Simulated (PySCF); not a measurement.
H₃O₂Sb, SMILES [OH][SbH][OH]. Heavy atoms are numbered as in [SbH:1]([OH:3])[OH:5]. Hydrogens are named by the atom that carries them.

Coordinates come from a PBE0-D3(BJ)/def2-TZVP optimisation. The def2 effective core potentials stand for the cores of Sb; spin–orbit coupling is left out. One conformer was computed; it need not be the lowest.

The numbers are results of r2SCAN/def2-TZVPD run with PySCF, not measurements.

Mulliken values depend strongly on the basis, most of all with diffuse functions as here. ESP charges are fitted to the potential on shells at 1.4 to 2.0 van der Waals radii. Atomic charges (e), one atom of each kind:

```json
[
 {"atom": "Sb1 (SbH)", "ESP fit": "0.40", "Mulliken": "0.78"},
 {"atom": "H on Sb1", "ESP fit": "-0.01", "Mulliken": "-0.04"},
 {"atom": "O3 (OH)", "ESP fit": "-0.59", "Mulliken": "-0.69"},
 {"atom": "H on O3", "ESP fit": "0.39", "Mulliken": "0.31"}
]
```
